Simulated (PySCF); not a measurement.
Molecule: SMILES CS[SiH2]O[SiH3], CH₈OSSi₂.

Cartesian coordinates in Å; atom numbers follow the order of the lines, from 1:
```xyz
13

C    -2.740   -0.739   -0.249
S    -1.027   -1.137    0.229
Si   -0.076    0.669   -0.403
O     1.486    0.576   -0.046
Si    2.841   -0.028    0.627
H    -3.085    0.122    0.313
H    -2.786   -0.537   -1.315
H    -3.346   -1.606   -0.009
H    -0.175    0.785   -1.852
H    -0.644    1.792    0.332
H     2.831    0.388    2.027
H     2.818   -1.479    0.481
H     3.897    0.612   -0.152
```

Frames of a GFN2-xTB Langevin trajectory at 300 K; GIAO PBE0/pcSseg-1 shieldings in PySCF 2.14.0 with density-fitted response routines, gas phase, non-relativistic; equivalent atoms averaged within each frame.

Shifts are taken against calculated references (same method and geometry level): 13C (186.93 ppm), 29Si (349.16 ppm), 1H (31.72 ppm) against TMS; 33S (503.73 ppm) against CS2; H2O for 17O (336.08 ppm). The references are static minima.

Question: How do the shifts (ppm) fluctuate along the trajectory?

Answer: 
```csv
time (fs),C1,S2,Si3,Si5,O4,H11/H12/H13,H9/H10,H6/H7/H8
250,7.3,-185,-12.1,-37.5,20.3,6.00,5.90,1.82
425,10.0,-178,-8.7,-49.8,20.6,4.99,5.41,1.26
625,15.4,-164,-14.3,-44.6,15.1,5.56,6.10,2.24
800,8.4,-200,-16.4,-46.3,17.6,5.19,6.01,2.36
1000,8.8,-192,-17.8,-47.7,8.8,5.34,5.61,1.77
mean of frames,10.0,-184,-13.9,-45.2,16.5,5.42,5.81,1.89
standard deviation,3.2,14,3.6,4.7,4.8,0.39,0.29,0.43
```

5 frames give an uncertainty of the mean of about the standard deviation over 2.2 at best, since frames this close in time may not be independent; classical motion lacks zero-point vibration, and the reference would need the same averaging.
